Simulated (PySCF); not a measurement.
**Where the electron goes**

Compound: C7H8.
Atom-mapped SMILES: `[CH2:1]=[C:2]([CH3:3])[CH:4]=[C:5]1[CH:6]=[CH:7]1` (hydrogens: H8, H9 on C1; H10, H11, H12 on C3; H13 on C4; H14 on C6; H15 on C7)

Method used: TDDFT PBE0/def2-SVPD, vertical, gas phase, core orbitals frozen in the response (PySCF 2.14.0, density-fitted response routines). Geometry: GFN2-xTB, one conformer, isolated molecule. Torsions of this conformer, `[CH2:1]=[C:2]([CH3:3])[CH:4]=[C:5]1[CH:6]=[CH:7]1`: C1–C2–C4–C5 180°.

Frontier orbitals with the atoms that hold most of them (Löwdin shares over 4%, at most four atoms; ? is withheld):

```
orbital  ε (eV)                            atoms
 LUMO+2    0.85  C7 23%, C6 16%, H15 14%, C3 10%
 LUMO+1    0.29    C1 25%, C2 21%, C5 18%, C4 8%
   LUMO       ?                                ?
   HOMO   -5.52                                ?
 HOMO-1   -7.94    C2 26%, C4 19%, C1 18%, C3 9%
 HOMO-2   -8.68   C5 19%, C4 15%, C6 13%, C7 13%
 HOMO-3   -9.83   C1 23%, C3 18%, C2 13%, H8 13%
```

**Question.** Which atoms hold the HOMO, and with what shares?

**Answer.** C1 (bonded to C and 2 H) 23%; C4 (bonded to 2 C and H) 22%; C5 (bonded to 3 C) 18%; C2 (bonded to 3 C) 14%.

**Question.** Give the leading atoms of the LUMO.

**Answer.** C6 (bonded to 2 C and H) 39%; C7 (bonded to 2 C and H) 39%; C5 (bonded to 3 C) 7%; H15 (bonded to C) 7%. By element: carbon 85% or more, hydrogen 7% or more.

**Question.** What is the LUMO energy, and the HOMO–LUMO gap?

**Answer.** ε(LUMO) = -0.84 eV; the gap is 4.68 eV (0.1720 hartree).

**Question.** How does S1 compare with the orbital gap of 4.68 eV?

**Answer.** S1 is at 3.63 eV (f = 0.0067), 1.05 eV below the gap, made of HOMO→LUMO (99%). 

**Question.** One configuration dominates each of S1, S3 and S6. Which, and how do the shares of the two leading atoms of either orbital change from the occupied to the empty one?

**Answer.** 
- S1 (3.63 eV, f 0.0067), HOMO→LUMO (99%): C1 23% → at most 7%, C4 22% → at most 7%, C6 at most 14% → 39%, C7 at most 14% → 39%
- S3 (5.52 eV, f 0.732), HOMO→LUMO+1 (95%): C1 23% → 25%, C4 22% → 8%, C2 14% → 21%
- S6 (6.14 eV, f 0.0000), HOMO-2→LUMO (91%): C5 19% → 7%, C4 15% → at most 7%, C6 13% → 39%, C7 13% → 39%

Löwdin shares depend on the basis, the more so with diffuse functions.
